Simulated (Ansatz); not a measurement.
Basis-set series for `[CH3][GeH2][TeH]`. The species carries charge 0 and has multiplicity 1. Te takes the def2 core potential. The geometry is a stationary point of PBE0-D4/def2-TZVP.

```tsv
functional	basis	functions	energy (Eh)	HOMO (eV)	LUMO (eV)
PBE0-D4	def2-SVP	102	-2386.16429	-6.21	-0.44
PBE0-D4	def2-TZVPP	213	-2386.48320	-6.32	-0.64
ωB97M-V	def2-SVP	102	-2386.27297	-8.27	1.47
ωB97M-V	def2-TZVPP	213	-2386.59630	-8.40	1.12
```

Task: Give the rows for def2-QZVPP. (An estimate is asked.)

Result: Computed: 
```
functional       basis  functions  energy (Eh)  HOMO (eV)  LUMO (eV)
   PBE0-D4  def2-QZVPP        408  -2386.53237      -6.33      -0.71
   ωB97M-V  def2-QZVPP        408  -2386.64463      -8.42       0.92
```

Positive LUMOs are unbound and depend on the basis. Scalar relativity is left out up to krypton.
